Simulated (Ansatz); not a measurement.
Computed with Ansatz.

A structure relaxed at PBE0-D4/def2-TZVP, charge 0, multiplicity 1:

```xyz
25

B     0.272   -2.210    1.050
N    -0.066   -1.150    0.210
C    -1.344   -1.165   -0.504
C    -2.340   -0.206    0.068
C    -3.003    0.701   -0.634
Si    0.974    0.283    0.055
C     2.760   -0.215    0.261
C     0.510    1.548    1.350
C     0.726    1.001   -1.655
H     1.297   -2.178    1.669
H    -0.471   -3.148    1.150
H    -1.748   -2.180   -0.437
H    -1.195   -0.945   -1.565
H    -2.513   -0.297    1.139
H    -2.844    0.815   -1.702
H    -3.734    1.355   -0.174
H     3.028   -1.025   -0.421
H     2.982   -0.543    1.278
H     3.402    0.642    0.035
H     0.619    1.131    2.354
H     1.154    2.429    1.280
H    -0.525    1.875    1.227
H     0.930    0.263   -2.435
H    -0.287    1.382   -1.797
H     1.416    1.836   -1.801
```

Problem. Give its formula and SMILES.

Solution. C6H16BNSi, `BN(CC=C)[Si](C)(C)C`.

Problem. Point group (tolerance 0.08 Å, 0.16 Å for H)?

Solution. C1.

Problem. Summarise the bond lengths by kind.

Solution. 1 × B–N 1.394 Å; 2 × B–H 1.198 to 1.201 Å; 1 × C–N 1.464 Å; 1 × N–Si 1.778 Å; 2 × C–C 1.325 to 1.496 Å; 14 × C–H 1.084 to 1.095 Å; 3 × C–Si 1.866 to 1.871 Å.
